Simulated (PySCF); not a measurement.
**Structure from NMR data**

Molecular formula: C5H11FOSi3. Simulated spectra:

¹H NMR (500 MHz, computed): δ 6.18 (br s, 1H), 6.01 (m, 2H), 5.99 (m, 2H), 5.94 (m, 1H), 5.80 (br s, 1H), 5.00 (m, 1H), 2.36 (s, 3H).

¹³C{¹H} NMR (computed): δ 179.9, 148.5, 135.3, 115.3, 28.7.

[PySCF 2.14.0 with density-fitted response routines: structure optimised with GFN2-xTB; shieldings: GIAO PBE0/pcSseg-1; one conformer; no solvent model; one averaged value for each set of equivalent atoms; relativity neglected]

Shifts are taken against calculated references (same method and geometry level): TMS for ¹H (31.72 ppm), ¹³C (186.93 ppm).

What is the structure?

Results:


The formula gives 3 degrees of unsaturation (1 ring in the answer). 5 carbon signals for 5 carbons: no two carbons are equivalent. Carbon types of the structure: 2 × C, 2 × CH2, 1 × CH3, leaving 4 H on heteroatoms. δC 179.9, 148.5: fully substituted alkene carbon. δC 135.3, 115.3: terminal =CH2 carbon; an sp2 carbon of a C=C bond. δC 28.7: allylic methyl carbon; a saturated carbon with 1 carbon neighbour and no heteroatom attached. δH 6.18, 5.94, 5.80, 5.00: hydrogen on a terminal =CH2 carbon; attached to an sp2 carbon and in the plane of the double bond. δH 6.01, 5.99: hydrogen on a silicon bonded to O, Si, in a 4-membered ring. δH 2.36: hydrogen on an allylic methyl carbon; allylic position.

These data were computed for `[SiH2]1[Si](C(=C)C)(C(=C)F)[SiH2]O1`.

The data come from this structure; uniqueness wasn't tested.

Splittings by ¹⁹F in the carbon and heteronuclear signals aren't shown, as no couplings were computed. Shifts are as computed. Against solution values, carbons near 30 ppm lie about +3 ppm off and those near 130 ppm about +5 ppm. Of 1211 compounds with measured shifts, 218 miss one by over three times the rms of a fit or turn the order of signals round; such compounds aren't used in these exercises. Multiplicities follow the n + 1 count of equivalent neighbours, as no J values were calculated; m marks all less simple cases, F and P coupling included.
